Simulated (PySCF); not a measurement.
**Spinor energies of Dy⁵⁵⁺ (dysprosium, charge +55)**

Start: [Ne] 3s1; 3s1/2 filled at m_j = +1/2. Calculated with PySCF 2.14 in an even-tempered Gaussian basis (18 s from 16 bohr⁻², ratio 2.4; 14 p from 21 bohr⁻², ratio 2.4; 4 d from 65 bohr⁻², ratio 2.6; 4 f from 98 bohr⁻², ratio 2.6): generalised Hartree-Fock with the X2C-1e Hamiltonian and a Gaussian nucleus; one run each with spin-orbit coupling (SO) switched off, then screened by Boettger's factors.

```csv
spinor shell,electrons,"ε, spin-free (eV)","ε, screened SO (eV)",weight of nominal j (screened SO),"rms radius, screened SO (bohr)"
1s1/2,2,-58402.7,-58394.4,1.000,0.0240
2s1/2,2,-13192.6,-13190.6,1.000,0.0952
2p1/2,2,-12195.0,-12781.1,1.000,0.0813
2p3/2,4,-12195.0,-11948.4,1.000,0.0874
3s1/2,1,-5415.5,-5415.1,1.000,0.226
```

| quantity | spin-free | screened SO |
| --- | --- | --- |
| E (hartree) | -8794.01362 | -8801.19509 |
| M_J | 1/2 | 1/2 |
| ⟨J²⟩ | 0.750 | 0.750 |
| ⟨L²⟩ | 0.000 | 0.020 |
| ⟨S²⟩ | 0.750 | 0.770 |

Each row is a mean over spinors that exchange with the open shell spreads, by up to 14.007 eV (2s1/2).

Breit and QED terms are absent; they matter most for the inner s and p1/2 levels.

Densities and radii are taken from the X2C orbitals without a picture-change correction, which distorts them close to the nucleus.

Without spin-orbit coupling the j labels of p, d and f shells carry no meaning; the spin-free column gives the mean over the occupied spinors of each nl shell.
